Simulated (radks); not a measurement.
Radial electron density D(r) = 4 pi r^2 rho(r) of an atom or ion with 37 electrons. Calculated with a radial shooting solver on a logarithmic mesh with Libxc functionals: scalar-relativistic Kohn-Sham, PBE, spin-polarised, spherical densities, finite nucleus; Fermi nuclear charge, rms radius of each element as measured or else 0.836 A^(1/3) + 0.57 fm.

r (bohr),D(r) (e/bohr),spin D(r)
0.001227,1.107,-0.0000173
0.001417,1.434,-0.0000223
0.001637,1.854,-0.0000286
0.001905,2.424,-0.0000372
0.0022,3.115,-0.0000473
0.002541,3.986,-0.0000597
0.002935,5.080,-0.0000748
0.003389,6.441,-0.0000926
0.003946,8.225,-0.000114
0.004557,10.30,-0.000136
0.005263,12.79,-0.000158
0.006078,15.75,-0.000176
0.007019,19.19,-0.000182
0.008106,23.10,-0.000165
0.009437,27.70,-0.000101
0.0109,32.37,0.0000371
0.01259,37.14,0.000300
0.01454,41.76,0.000760
0.01679,45.89,0.00152
0.01954,49.29,0.00282
0.02257,51.23,0.00472
0.02607,51.71,0.00751
0.0301,50.72,0.0115
0.03477,48.60,0.0169
0.04047,45.92,0.0243
0.04674,44.01,0.0329
0.05398,43.77,0.0427
0.06234,45.90,0.0526
0.072,50.38,0.0614
0.08382,56.49,0.0677
0.0968,61.54,0.0703
0.1118,63.68,0.0708
0.1291,61.49,0.0738
0.1491,55.29,0.0869
0.1722,47.33,0.119
0.2005,40.72,0.177
0.2315,38.90,0.246
0.2674,41.54,0.307
0.3088,45.88,0.325
0.3566,47.91,0.275
0.4151,44.45,0.157
0.4794,36.13,0.0376
0.5537,25.85,-0.00809
0.6395,17.16,0.0911
0.7385,12.05,0.353
0.8597,10.20,0.745
0.9929,9.909,1.10
1.147,9.227,1.30
1.324,7.499,1.28
1.529,5.144,1.06
1.78,2.849,0.730
2.056,1.372,0.454
2.375,0.6018,0.285
2.743,0.3028,0.218
3.167,0.2248,0.208
3.658,0.2014,0.199
4.258,0.1536,0.153
4.918,0.09221,0.0922
5.68,0.04174,0.0417
6.559,0.01357,0.0136
7.575,0.002998,0.00300
8.819,0.0003798,0.000380

What is the nuclear charge?

Answer. Z = 41. The innermost maximum, from 1s, lies near gamma/Z bohr with gamma = sqrt(1 - (Z/c)^2) = 0.954, here 0.0233 bohr (found: 0.0254), and its height grows with Z. The density is that of the niobium ion Nb4+ in [Ar] 3d10 4s2 4p5.5 4d1 5d0.5; the configuration itself is not fixed sharply by these data, and Z only to a few units. D(r) has 3 maxima, at r = 0.0254, 0.112, 0.354 bohr, and minima at 0.0510, 0.228 bohr, inside which lie 2.03, 11.10 electrons.
